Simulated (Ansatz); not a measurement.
Coupled-cluster diagnostics for Mo3⁻, Ansatz.

Geometry of the doublet (PBE-D4/def2-TZVPD):

Cartesian coordinates in Å:
```
Mo 0.919 0.916 -0.073
Mo -0.254 -0.649 1.097
Mo -0.665 -0.267 -1.024
```

In the def2 sets Mo takes a core potential; there is no spin–orbit coupling. Correlated methods freeze no core orbitals; core or outer-core shells of Mo are correlated, in sets that lack core-valence functions. In CCSD on the charge -1 quartet the largest single amplitude is 0.61, so its Hartree–Fock determinant may place the open shell otherwise than the density functionals do. The geometry of the doublet was relaxed on an unsound state (⟨S²⟩ 1.14, where a pure state has 0.75). The structure comes from a short search, and lower isomers may exist.

Geometry of the charge -1 quartet (PBE-D4/def2-TZVPD):

Cartesian coordinates in Å:
```
Mo 0.6144 -0.8046 0.7528
Mo -1.2093 -0.2842 -0.5258
Mo 0.5949 1.0888 -0.2270
```

Q: Estimate the CCSD(T) correlation energy, the shares of MP2 and (T), T1 and the reference's ⟨S²⟩ for: charge -1, doublet, own geometry in def2-TZVPD; charge -1, quartet, own geometry in def2-TZVPD; and the rough time on 4 threads of Intel Xeon 6975P-C on a shared host.

A: 
```
                           state       basis  correlation (eV)  MP2 share (%)  (T) share (%)     T1  ⟨S²⟩ (pure)  wall time                                          remarks
charge -1, doublet, own geometry  def2-TZVPD           -34.567           90.5            7.6  0.122  6.54 (0.75)       28 s  large T1 (0.122), spin-contaminated (⟨S²⟩ 6.54)
charge -1, quartet, own geometry  def2-TZVPD           -35.059           88.9            7.8  0.140  8.57 (3.75)       45 s  large T1 (0.140), spin-contaminated (⟨S²⟩ 8.57)
```
Customary marks for T1 are 0.02 (closed shells), 0.045 (open shells) and about 0.05 (3d metals). T1 exceeds 0.02 in 2 of 2 rows and 0.045 in 2; the higher it lies, the less the single-reference result can be trusted.
